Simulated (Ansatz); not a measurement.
`N=C=C(O)[SiH3]` at its PBE0-D4/def2-TZVP geometry, where that method's forces vanish. Charge 0, multiplicity 1.

```json
{"atom": "N1", "x (Å)": "2.043", "y (Å)": "1.117", "z (Å)": "0.993"}
{"atom": "C2", "x (Å)": "1.034", "y (Å)": "0.844", "z (Å)": "0.365"}
{"atom": "C3", "x (Å)": "0.047", "y (Å)": "0.406", "z (Å)": "-0.388"}
{"atom": "O4", "x (Å)": "-0.358", "y (Å)": "1.146", "z (Å)": "-1.493"}
{"atom": "Si5", "x (Å)": "-0.679", "y (Å)": "-1.268", "z (Å)": "-0.035"}
{"atom": "H6", "x (Å)": "1.907", "y (Å)": "1.659", "z (Å)": "1.845"}
{"atom": "H7", "x (Å)": "-1.316", "y (Å)": "1.224", "z (Å)": "-1.468"}
{"atom": "H8", "x (Å)": "-2.161", "y (Å)": "-1.135", "z (Å)": "0.061"}
{"atom": "H9", "x (Å)": "-0.133", "y (Å)": "-1.765", "z (Å)": "1.252"}
{"atom": "H10", "x (Å)": "-0.383", "y (Å)": "-2.228", "z (Å)": "-1.131"}
```

Task: For each bond, give half the difference of the two atoms' forces along it (eV/Å; positive pushes the atoms apart) under PBE-D4, r2SCAN-D4, B3LYP-D4, ωB97M-V in def2-TZVPP. (An estimate is asked.)

Result: Ansatz gave: 
```tsv
bond	length (Å)	PBE-D4	r2SCAN-D4	B3LYP-D4	ωB97M-V
N1–C2	1.219	0.57	0.20	0.13	0.13
N1–H6	1.019	0.14	-0.01	-0.04	-0.10
C2–C3	1.316	-0.05	-0.05	-0.18	-0.11
C3–O4	1.390	0.29	0.35	0.37	0.35
C3–Si5	1.859	-0.18	-0.15	0.00	-0.02
O4–H7	0.962	0.37	-0.01	-0.06	-0.12
Si5–H8	1.491	0.08	-0.01	-0.08	-0.13
Si5–H9	1.484	0.08	-0.01	-0.06	-0.10
Si5–H10	1.487	0.08	-0.01	-0.08	-0.13
```

B3LYP here is the variant with VWN-RPA as its local correlation; programs differ in this.
